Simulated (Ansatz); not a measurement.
Wavefunction ladder for ClH5OSSi2, SMILES `O[SiH2]S[SiH2]Cl`

| atom | x (Å) | y (Å) | z (Å) |
| --- | --- | --- | --- |
| O1 | -1.322 | -0.894 | -1.599 |
| Si2 | -0.049 | -1.337 | -0.674 |
| S3 | -0.293 | -0.789 | 1.393 |
| Si4 | 0.451 | 1.180 | 1.226 |
| Cl5 | -0.594 | 2.260 | -0.199 |
| H6 | -1.536 | 0.043 | -1.616 |
| H7 | 0.008 | -2.811 | -0.716 |
| H8 | 1.216 | -0.712 | -1.138 |
| H9 | 0.257 | 1.850 | 2.530 |
| H10 | 1.864 | 1.211 | 0.792 |

Charge 0, multiplicity 1. The geometry is a stationary point of PBE0-D4/def2-TZVP. It is one conformer, not always the lowest. Frozen core, restricted reference, the Gaussian-basis code of Ansatz. CBS rows extrapolate triple and quadruple zeta; past MP2 they add the triple-zeta difference.

```
     basis  HF (Eh)  MP2 corr.  CCSD corr.       (T)  CCSD(T) total
def2-TZVPP        ?   -0.85133    -0.91009  -0.03758              ?
def2-QZVPP        ?          ?           –         –              –
 CBS(def2)        ?   -0.98303    -1.04180     as TZ              ?
```

(1) Fill in the withheld values. (Best estimate.)

Answers

(1) Ansatz gave: def2-TZVPP HF (Eh): -1512.91737; def2-TZVPP CCSD(T) total: -1513.86504; def2-QZVPP HF (Eh): -1512.96340; def2-QZVPP MP2 corr.: -0.92699; CBS(def2) HF (Eh): -1512.96974; CBS(def2) CCSD(T) total: -1514.04912.
